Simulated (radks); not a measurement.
Q: The iodine anion I-, [Xe], held by a Watson sphere: a shell of charge +0.62 at radius R that stands for the Madelung well of a crystal (potential energy -0.62/R inside, -0.62/r outside, in hartree with lengths in bohr). All-electron calculation, scalar-relativistic Kohn-Sham, PBEsol, spin-polarised, spherical densities, finite nucleus; Fermi nuclear charge, rms radius of each element as measured or else 0.836 A^(1/3) + 0.57 fm. Program: a radial shooting solver on a logarithmic mesh with Libxc functionals. Response by self-consistent Sternheimer equations with the Hartree and adiabatic LDA kernel, the relativistic mass of each level held fixed and spin-orbit coupling left out. The sphere does not respond.

| R (bohr) | e(4d) (eV) | e(5s) (eV) | e(5p) (eV) | <r> 5p (bohr) | sum of <r^2> (bohr^2) | X-ray form factor at sin(theta)/lambda = 0.1 1/angstrom | alpha (bohr^3) |
|---|---|---|---|---|---|---|---|
| 2.65 | -46.526 | -14.496 | -4.523 | 2.553 | 72.09 | 49.615 | 45.53 |
| 2.66 | -46.522 | -14.489 | -4.518 | 2.554 | 72.13 | 49.614 | 45.62 |
| 2.73 | -46.490 | -14.439 | -4.485 | 2.560 | 72.37 | 49.604 | 46.20 |
| 2.82 | -46.452 | -14.375 | -4.441 | 2.568 | 72.68 | 49.592 | 46.97 |
| 3.23 | -46.283 | -14.097 | -4.220 | 2.599 | 73.98 | 49.545 | 50.66 |
| 4.33 | -45.785 | -13.433 | -3.589 | 2.654 | 76.50 | 49.469 | 60.62 |
| 4.67 | -45.625 | -13.251 | -3.407 | 2.664 | 77.02 | 49.457 | 63.37 |
| 4.7 | -45.611 | -13.236 | -3.391 | 2.665 | 77.07 | 49.456 | 63.60 |

Estimate the row for R = 3.08 bohr.

A: e(4d) (eV) -46.345; e(5s) (eV) -14.196; e(5p) (eV) -4.303; <r> 5p (bohr) 2.588; sum of <r^2> (bohr^2) 73.53; X-ray form factor at sin(theta)/lambda = 0.1 1/angstrom 49.561; alpha (bohr^3) 49.28.
